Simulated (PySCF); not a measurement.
**Lu(III) with different ligands**

Computed with PySCF 2.14.0, PBE0, def2-SVP on the ligands, density fitting, scalar-relativistic core potentials, no spin-orbit coupling, vacuum. The metal has def2-SVP with ECP28. Each complex is relaxed within the symmetry of a template of the same shape. Distances are means of the shortest metal–ligand contacts, charges and spins Mulliken's; removal energies are rigid, with the ligand's formal charge and no counterpoise, so too large; for an anion taken off a cation in vacuum most of it is the attraction of opposite charges, and multiply charged cations can part far more cheaply with an electron moved from ligand to metal.

| complex | point group | M–first ligand (Å) | charge on M (e) | HOMO–LUMO gap (eV) | removal of one first-named ligand (eV) | strongest infrared band, degenerate modes summed (cm⁻¹) | unstable modes (below −25 cm⁻¹) |
| --- | --- | --- | --- | --- | --- | --- | --- |
| [LuF2]+ | C2v | 1.867 | 1.71 | 7.71 | 18.33 | 698 | 0 |
| [Lu(SH)2]+ | C2 | 2.401 | 0.98 | 4.44 | 15.07 | 211 | 0 |
| [LuCl2]+ | C2v | 2.294 | 1.31 | 5.54 | 15.43 | 409 | 0 |
| [Lu(NH2)2]+ | C2v | 2.003 | 1.34 | 4.73 | 17.76 | 619 | 0 |
| [Lu(OH)2]+ | C2v | 1.890 | 1.51 | 6.30 | 18.35 | 3945 | 0 |

Problem. A further member has point group C2v, M–first ligand (Å) 1.847, charge on M (e) 1.06, HOMO–LUMO gap (eV) 4.94, removal of one first-named ligand (eV) 16.39, strongest infrared band, degenerate modes summed (cm⁻¹) 1698, unstable modes (below −25 cm⁻¹) 0. Which complex is it?

Solution. [LuH2]+. The answer isn't unique; the calculation gave this one.

Moved off a saddle point of the template and relaxed again: [Lu(NH2)2]+. One start shape was tried for each, so a minimum needn't be the lowest isomer.
